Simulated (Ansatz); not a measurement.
Start from `O[C](=S)[InH][F]` and change one atom or group to get `BCC(O)=S`.

Ansatz, PBE0-D4/def2-TZVP geometries, multiplicity 1. Each molecule was computed in one conformer, which needn't be the lowest.

Elements past krypton have def2 core potentials.

| property | `O[C](=S)[InH][F]` |
| --- | --- |
| LUMO energy (B3LYP/def2-TZVPP) / eV | -2.93 |
| HOMO–LUMO gap (PBE/def2-TZVPP) / eV | 2.03 |
| size of the dipole moment (ωB97M-V/def2-TZVPP) / D | 3.77 |
| LUMO energy (ωB97M-V/def2-TZVPP) / eV | -0.96 |
| HOMO–LUMO gap (PBE0/def2-TZVPP) / eV | 3.83 |
| HOMO energy (ωB97M-V/def2-TZVPP) / eV | -8.58 |

**Question.** Give the same properties after the change, and the shifts. (Best estimate.)

**Answer.** The calculation gave: 
```json
{"property": "LUMO energy (B3LYP/def2-TZVPP) / eV", "`BCC(O)=S`": "-2.37", "shift": "0.56"}
{"property": "HOMO–LUMO gap (PBE/def2-TZVPP) / eV", "`BCC(O)=S`": "2.16", "shift": "0.13"}
{"property": "size of the dipole moment (ωB97M-V/def2-TZVPP) / D", "`BCC(O)=S`": "4.13", "shift": "0.36"}
{"property": "LUMO energy (ωB97M-V/def2-TZVPP) / eV", "`BCC(O)=S`": "-0.21", "shift": "0.75"}
{"property": "HOMO–LUMO gap (PBE0/def2-TZVPP) / eV", "`BCC(O)=S`": "4.31", "shift": "0.48"}
{"property": "HOMO energy (ωB97M-V/def2-TZVPP) / eV", "`BCC(O)=S`": "-8.65", "shift": "-0.07"}
```

With PBE0 the HOMO rises by 0.05 eV and the LUMO rises by 0.53 eV, so the gap widens by about 0.48 eV. PBE moves the HOMO by 0.14 eV and ωB97M-V by -0.07 eV. Dipoles are sizes alone; their direction can turn.

B3LYP here is the variant with VWN-RPA as its local correlation; programs differ in this.
